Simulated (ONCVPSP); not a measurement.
**What one change does to a pseudopotential (calcium (Ca), ONCV)**

Ca (Z = 20), optimised norm-conserving Vanderbilt (ONCV), made with ONCVPSP 4.0.1 (PBE, scalar-relativistic). Core [Ar], reference 4s1.75 4p0.25. Waves: 4s: rc 3.35 bohr, ncon 4, nbas 7, qcut 2.2 1/bohr, local; 4p: rc 3.35 bohr, ncon 4, nbas 7, qcut 2 1/bohr, 2 projectors, debl 3.8 Ha; d scattering state at 0.16 Ha: rc 3.60 bohr, ncon 5, nbas 9, qcut 2.8 1/bohr, 3 projectors, debl 4 Ha. Local part: the s channel. Core correction: Teter function, fcfact 5.5, rcfact 1.3.

In the d channel the program set the typed energies aside and used -0.082, 3.918, 7.918 Ha.

Change: all radii but the core radius scaled by about 1.13 (s 3.80, p 3.80, d 4.08 bohr).

Cutoffs: the cutoffs (Ha) at which the residual kinetic energy of the hardest occupied pseudo-wave falls to 1 and 0.1 mHa per electron; they do not see the model core or the augmentation charge, which bear on the density cutoff. Errors are all-electron minus pseudo energies relative to the spin-unpolarised reference configuration.

What does the change do?

The potential gets softer (1.8 Ha and 3.0 Ha → 1.6 Ha and 2.5 Ha); the bound ghost in p disappears; of the 4 tests that both files solve, the error grows in 1 and shrinks in 1 by more than 15 % and 0.3 meV (median size 1.1 → 1.0 meV). A larger radius leaves more room for a smooth pseudo-wave, so fewer plane waves are needed.

```csv
quantity,base,changed
"cutoff, loose",1.8 Ha,1.6 Ha
"cutoff, tight",3.0 Ha,2.5 Ha
loose cutoff by channel,"s 1.8 Ha, p 0.9 Ha","s 1.6 Ha, p 0.9 Ha"
bound ghosts,p,none
GHOST(+) flags under 300 eV,p at 99.4 eV,"d at 102.4 eV, d at 214.0 eV"
"error for 4s2 4p0, meV [ΔE -0.59 eV]",-0.2,-0.3
"error for 4s1 4p0, meV [ΔE 5.71 eV]",-2.0,-1.6
"error for 4s1.5 4p0, meV [ΔE 1.91 eV]",-0.1,0.0
"error for 4s0 4p2, meV [ΔE 4.36 eV]",-7.7,-13
"rms error of d²Exc/dni dnj with the model core, mHa",0.13,0.18
```

Base: The cutoffs count occupied waves only; projector 2 of the p channel, the hardest unoccupied one, needs 22 Ha at the loose tolerance. Changed file: The cutoffs count occupied waves only; projector 3 of the d channel, the hardest unoccupied one, needs 31 Ha at the loose tolerance. A true bound ghost makes a file unfit for plane-wave use even where its test errors are small: the radial tests pick states by their node count and pass the ghost by.
